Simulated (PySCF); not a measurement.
Input file for PySCF: R-HF/3-21G on H2O2Sn (SMILES [OH][Sn][OH]), a point of a torsion scan.

```python
from pyscf import gto, scf, dft, mp
from pyscf.data.elements import chemcore

mol = gto.M(
    atom='''
    O     1.31854558   -0.44766102   -0.40680469
    Sn   -0.28323304    0.73693888   -0.83110098
    O     0.68505631    2.48061489   -1.26280273
    H     2.17973933   -0.25221980   -0.04479815
    H     1.62612757    2.64058276   -1.28903144
    ''',
    basis='3-21g',
    charge=0, spin=0, verbose=3, max_memory=1800)
mf = scf.RHF(mol)
mf.conv_tol = 1e-8
mf.max_cycle = 100
mf.kernel()
if not mf.converged:
    mf = mf.newton().run(mf.mo_coeff, mf.mo_occ)
```

It printed:

```
converged SCF energy = -6146.37637122444
```

The run converged.

Cost: roughly 0.4 core-seconds.
